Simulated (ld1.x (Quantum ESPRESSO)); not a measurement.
# What one change does to a pseudopotential (Ba (Z = 56), TM)

ld1.x (Quantum ESPRESSO) 7.5 input, shortened:

```
&input
   title='Ba', zed=56., rel=2, dft='PBE', iswitch=3,
   config='[Xe] 5d0 6s1.75 6p0.25', rel_dist='average'
 /
 &inputp
   pseudotype=2, tm=.true., lloc=1,
   nlcc=.false.
 /
3
6S  1  0   1.75   0.00  4.20  4.20  0.0
5D  3  2   0.00   0.00  4.20  4.20  0.0
6P  2  1   0.25   0.00  3.95  3.95  0.0
 &test
   configts(1)='5d0 6s1.75 6p0.25'
 /
```

Open shells are filled in proportion to 2j + 1 (rel_dist='average').

Change: all radii scaled by about 1.11 (s 4.68, p 4.40, d 4.68 bohr).

Cutoffs: the cutoffs (Ry, on a coarse ladder) from which the occupation-weighted sum of valence levels, in a spherical-Bessel basis at the reference potential, stays within 10 and 1 mRy of its value at 400 Ry; they do not see the model core or the augmentation charge, which bear on the density cutoff. Errors are all-electron minus pseudo energies relative to the spin-unpolarised reference configuration.

**Question.** How do hardness, ghosts and transferability respond?

**Answer.** Both files are so soft that the ladder of cutoffs tells neither apart; the bound ghost in s disappears; of the 7 tests that both files solve, the error grows in 3 and shrinks in 4 by more than 15 % and 0.3 meV (median size 3.3 → 18.4 meV).

```tsv
quantity	base	changed
cutoff, loose	6 Ry	6 Ry
cutoff, tight	6 Ry	6 Ry
bound ghosts	s	none
largest miss of a reference level, eV	0.10	0.10
error for 5d0 6s2 6p0, meV [ΔE -0.50 eV]	+2.6	+1.6
error for 5d0 6s1 6p0, meV [ΔE 4.86 eV]	+0.3	+18
error for 5d0 6s1.5 6p0, meV [ΔE 1.64 eV]	0.0	+2.9
error for 5d1 6s0 6p0, meV [ΔE 5.55 eV]	+442	+337
error for 5d1 6s1 6p0, meV [ΔE 0.84 eV]	+286	+220
error for 5d0 6s0 6p2, meV [ΔE 3.63 eV]	+72	+46
error for 5d0 6s1 6p1, meV [ΔE 1.53 eV]	+3.3	+3.9
```

Changed file: These tests converged, but a pseudo level misses the all-electron one widely, so the file describes the atom poorly there or has found another state: 5d1 6s0 6p0: empty 6p by 3.1 eV. A true bound ghost makes a file unfit for plane-wave use even where its test errors are small: the radial tests pick states by their node count and pass the ghost by.
